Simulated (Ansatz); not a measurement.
Geometry optimisation, RKS PBE/def2-SVP (Ansatz).

Input:

```yaml
crystal:
  periodic: [false, false, false]
  atoms:
    - { symbol: Ga, position_ang: [-1.1258, -0.1344, -0.8131] }
    - { symbol: C, position_ang: [0.6952, 0.329, 0.5198] }
    - { symbol: O, position_ang: [-0.6048, -1.7134, -0.5251] }
    - { symbol: H, position_ang: [0.1768, -0.9042, 0.0886] }
    - { symbol: H, position_ang: [-2.1211, 0.866, -1.493] }
    - { symbol: H, position_ang: [0.2788, 0.9538, 1.3173] }
    - { symbol: H, position_ang: [1.3217, 0.9716, -0.1091] }
    - { symbol: H, position_ang: [1.3792, -0.3684, 1.0145] }
basis:
  gaussian: { orbitals: def2-SVP }
hamiltonian:
  xc: pbe
relax:
  f_tol: 0.15
  max_steps: 25
  restrain:
    - { distance: [3, 1], at: 2.37, k: 30.0 }
    - { distance: [0, 1], at: 1.98, k: 30.0 }
    - { distance: [3, 2], at: 0.97, k: 30.0 }
output:
  orbitals: {}
```

Launched with:

```bash
$ ansatz run input.yaml --threads 2 --pin off --max-ram 3072MiB --backend cpu --events-out ev --progress --plain --runs-dir out
```

Q: Where does it end, and by what steps?

A: The forces met the threshold. The restraints hold the end off the free minimum. After 7 steps the energy has fallen by 2.312 eV (the restraints' own energy left out); H4 moved furthest, 0.80 Å. Parted: Ga1–H4. Joined: O3–H4.

```tsv
step	energy less start (eV)	largest force component (eV/Å)	accepted
0	0.0000	2.265	yes
1	-0.5670	3.458	yes
2	-1.0120	3.557	yes
3	-1.6512	3.185	yes
4	-2.1373	1.141	yes
5	-2.2493	0.850	yes
6	-2.3017	0.739	yes
7	-2.3122	0.715	yes
```

```xyz
8
Properties=species:S:1:pos:R:3
Ga -0.891 0.073 -0.632
C 0.647 0.581 0.503
O -0.700 -1.729 -0.608
H 0.090 -1.686 -0.034
H -2.058 0.737 -1.436
H 0.360 1.195 1.384
H 1.407 1.166 -0.057
H 1.145 -0.338 0.881
```

The run took 12 s on 2 threads of Arm Neoverse V1, with other jobs on the host, peak memory 0.12 GiB.
